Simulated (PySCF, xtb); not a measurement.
Ligands exchanged one at a time, Sn Br-OCH3. All species are isolated molecules in the gas phase. One relaxed conformer stands for each flexible species; it need not be the lowest. Strings in code marks are SMILES.

Quantity: redistribution energy (mixed species minus the weighted end members), in kcal/mol.

Level 1: PBE-D3(BJ)/def2-TZVP // CAM-B3LYP-D3(BJ)/def2-SVP (PySCF)
Level 2: PBE/6-31G* (LANL2DZ on Sn) // CAM-B3LYP-D3(BJ)/def2-SVP (PySCF)
Level 3: frozen-core MP2/6-31G* (LANL2DZ on Sn) // CAM-B3LYP-D3(BJ)/def2-SVP (PySCF)
Level 4: GFN2-xTB (xtb)

```json
[
 {"species": "1 of 4 Br replaced by OCH3: `C[O][Sn]([Br])([Br])[Br]` (C–O–Sn–Br torsion 61°)", "level 2": "-1.77", "level 3": "-1.60", "level 4": "-3.95"},
 {"species": "2 of 4 Br replaced by OCH3: `C[O][Sn]([Br])([Br])[O]C` (C–O–Sn–Br torsion -174°, Br–Sn–O–C torsion 65°)", "level 2": "-2.67", "level 3": "-2.29", "level 4": "-6.18"},
 {"species": "3 of 4 Br replaced by OCH3: `C[O][Sn]([Br])([O]C)[O]C`", "level 2": "-1.48", "level 3": "-1.25", "level 4": "-5.63"}
]
```

Problem. What does level 1 give for each?

Solution. 
- 1 of 4 Br replaced by OCH3: `C[O][Sn]([Br])([Br])[Br]` (C–O–Sn–Br torsion 61°): -1.91
- 2 of 4 Br replaced by OCH3: `C[O][Sn]([Br])([Br])[O]C` (C–O–Sn–Br torsion -174°, Br–Sn–O–C torsion 65°): -2.72
- 3 of 4 Br replaced by OCH3: `C[O][Sn]([Br])([O]C)[O]C`: -1.83
